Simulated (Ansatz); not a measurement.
The first iterations of a band of CH$_{6}$BFSSi (11 atoms, charge 0, multiplicity 1).

These are results of RKS PBE/def2-SVP (Ansatz 0.2.0), not measurements.

```yaml
movable_images: 7
climbing_image: yes
spring: 5.0 eV/Å²
optimiser: quadratic models (default)
start_path: through a guess of the saddle point
force_threshold: 0.05 eV/Å
iteration_limit: 60
end_points: relaxed
```

Image 0:

```xyz
11
Properties=species:S:1:pos:R:3
B -0.704 1.724 1.452
C -0.466 0.633 0.362
S 1.060 -0.383 0.583
Si 0.909 -1.686 -1.098
F 1.169 -0.905 -2.521
H 0.133 2.017 2.284
H -1.761 2.329 1.423
H -0.405 1.213 -0.593
H -1.367 -0.010 0.241
H -0.474 -2.264 -1.197
H 1.971 -2.726 -0.916
```

Image 8:

```xyz
11
Properties=species:S:1:pos:R:3
B -0.731 1.710 1.453
C -0.238 0.771 0.308
S 0.153 -0.960 0.820
Si 0.742 -1.789 -1.054
F -0.523 -1.933 -2.093
H -1.004 1.302 2.564
H -0.881 2.889 1.190
H 0.612 1.233 -0.243
H -1.082 0.770 -0.426
H 1.285 -3.153 -0.756
H 1.734 -0.897 -1.743
```

| iteration | highest image above the first end (eV) | largest band force component (eV/Å) |
| --- | --- | --- |
| 1 | 0.998 | 4.683 |
| 2 | 0.269 | 1.693 |

Does the band converge within its limit, and where does its top end?

It converged. It ended after 8 iterations with the highest image 0.150 eV above the first end. A vibrational analysis at the climbing image gives one clearly imaginary mode, 110i cm⁻¹, and a faint second one (31i cm⁻¹) that may be numerical noise or a soft torsion: probably a first-order saddle point.

Time of the run: 2 min on 2 threads of Arm Neoverse V1, on a shared host, peak memory 0.15 GiB.
